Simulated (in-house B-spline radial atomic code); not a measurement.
Successive ionisation energies of lutetium; each step leads to the configuration of the next row (after the last: [Kr] 4d9). Dirac energy differences include first-order Breit, QED and recoil terms. NIST's values go from ground level to ground level; the uncertainty of those that are theory runs from under 0.1 % in few-electron ions to several per cent in heavy many-electron ones. Computed with an all-electron radial atomic-structure program (B-spline basis): Dirac-Hartree-Fock, average of the configuration, finite nuclei.

| ion | configuration | ionisation energy (eV) | tabulated value (eV) | tabulated kind | computed minus tabulated (eV) | highest orbital | largest mean radius (bohr) |
| --- | --- | --- | --- | --- | --- | --- | --- |
| Lu20+ | [Kr] 4d10 4f5 | 531.7 | 560 | tabulated theory | -28.3 | 4f7/2 | 0.51518 |
| Lu21+ | [Kr] 4d10 4f4 | 574.5 | 600 | tabulated theory | -25.5 | 4f7/2 | 0.50556 |
| Lu22+ | [Kr] 4d10 4f3 | 618.6 | 630 | tabulated theory | -11.4 | 4f7/2 | 0.50037 |
| Lu23+ | [Kr] 4d10 4f2 | 663.7 | 670 | tabulated theory | -6.3 | 4f7/2 | 0.49563 |
| Lu24+ | [Kr] 4d10 4f1 | 710.1 | 713 | tabulated theory | -2.9 | 4f7/2 | 0.49091 |
| Lu25+ | [Kr] 4d10 | 946.2 | 941 | tabulated theory | 5.2 | 4d5/2 | 0.48623 |

Where a p, d or f electron is removed, the computed value is a mean over both j, so it misses the tabulated one by a part of the spin-orbit splitting; averaging over terms and missing correlation add to the gap, relatively most at low charge.
